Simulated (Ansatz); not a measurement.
`[O]=[Mo](=[O])([OH])[Cl]`. Total charge 0; spin multiplicity 1. Mo: def2 effective core potential. The geometry is a stationary point of PBE0-D4/def2-TZVP. It is one conformer, not always the lowest.

```xyz
6

O    -0.232    1.902   -0.372
Mo   -0.077    0.241   -0.328
O     1.253   -0.177   -1.246
O     0.161   -0.299    1.436
Cl   -1.916   -0.718   -1.212
H     0.810   -0.949    1.721
```

(1) What is the dipole moment at ωB97M-V/def2-TZVPP? (Best estimate.)

(2) And with PBE, r2SCAN, B3LYP? (Estimate.)

(3) Give the Mulliken charges with ωB97M-V, B3LYP, r2SCAN in def2-TZVPP. (An estimate is asked.)

Answers

(1) Computed: 2.74 D, with components (0.57, -2.00, 1.79) D in this frame, pointing from negative to positive charge.

(2) Ansatz gave: PBE 2.72 D, r2SCAN 2.78 D, B3LYP 2.77 D.

(3) Computed: 
```
atom  ωB97M-V  B3LYP  r2SCAN
  O1    -0.48  -0.49   -0.49
 Mo2     1.47   1.53    1.53
  O3    -0.47  -0.48   -0.48
  O4    -0.48  -0.49   -0.50
 Cl5    -0.26  -0.29   -0.30
  H6     0.22   0.23    0.24
```

B3LYP here is the variant with VWN-RPA as its local correlation; programs differ in this.
